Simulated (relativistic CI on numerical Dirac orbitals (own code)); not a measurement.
**Cu4+ (3d7) in a crystal field**

Calculated by Dirac-Coulomb-Breit CI, orbitals from a KLI potential per configuration, QED by a radiative potential, valence Slater integrals scaled by 0.7, one configuration in a parametric crystal field (own radial code).

Field parameters in Wybourne normalisation: D4h B²₀ = −7Ds, B⁴₀ = 21(Dq − Dt), B⁴₄ = 21√(5/14) Dq. The field is a parameter set, without covalency.

S is read from ⟨S²⟩ = S(S + 1).

Levels (cm⁻¹, degeneracy): 0 (2), 382 (2), 3394 (2), 8853 (2), 9228 (2), 9253 (2), 9671 (2), 13431 (2), 17868 (2), 20222 (2), 20798 (2), 21246 (2).

Problem. Which field gives this pattern?
A. D4h, 10Dq = 17400, Ds = -680, Dt = -250 cm⁻¹
B. D4h, 10Dq = 17400, Ds = 3000, Dt = -250 cm⁻¹
C. D4h, 10Dq = 17400, Ds = 2590, Dt = -250 cm⁻¹
D. D4h, 10Dq = 17400, Ds = 550, Dt = -250 cm⁻¹

Solution. B. D4h, 10Dq = 17400, Ds = 3000, Dt = -250 cm⁻¹, ground level with S = 1.44.
